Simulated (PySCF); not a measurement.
Calcium: a sound run and one with changed settings

Sound run: Ca [Ar] 4s2, Ca⁺ [Ar] 4s1. All numbers are calculated (PySCF 2.14, the non-relativistic Hamiltonian (point nucleus), in def2-TZVP (6s5p3d, 36 functions)). In the sound run the correlated levels freeze [Ar]. The sound run starts from symmetry-adapted Hartree-Fock orbitals and uses a fine grid where one is needed.

Changed run: the spin-free X2C one-electron Hamiltonian (Gaussian nucleus). This setting is unsound on purpose.

```csv
species,method,sound run (hartree),changed run (hartree),converged
Ca,UHF,-676.74580,-679.22534,yes
Ca,LDA,-675.71488,-678.19097,yes
Ca,M06-L,-677.53174,-680.01079,yes
Ca,MP2,-676.76432,-679.24382,yes
Ca,CCSD(T),-676.77415,-679.25358,yes
Ca⁺,UHF,-676.55768,-679.03659,yes
Ca⁺,LDA,-675.48646,-677.96177,yes
Ca⁺,M06-L,-677.30803,-679.78628,yes
```

Ionisation energy of Ca:

```tsv
method	sound run (eV)	changed run (eV)
UHF	5.119	5.136
LDA	6.216	6.237
M06-L	6.087	6.109
MP2	5.623	5.639
SCS-MP2	5.724	5.740
CCSD	5.890	5.905
CCSD(T)	5.890	5.905
CCSDT	5.890	5.905
FCI	5.890	5.905
```

Most of the change in total energy is the relativistic energy itself. On top of that the contraction fixes the core shape for the Hamiltonian it was made with, so the changed run is not a good calculation with the other Hamiltonian either.

For comparison, NIST gives 6.113 eV between the lowest levels.
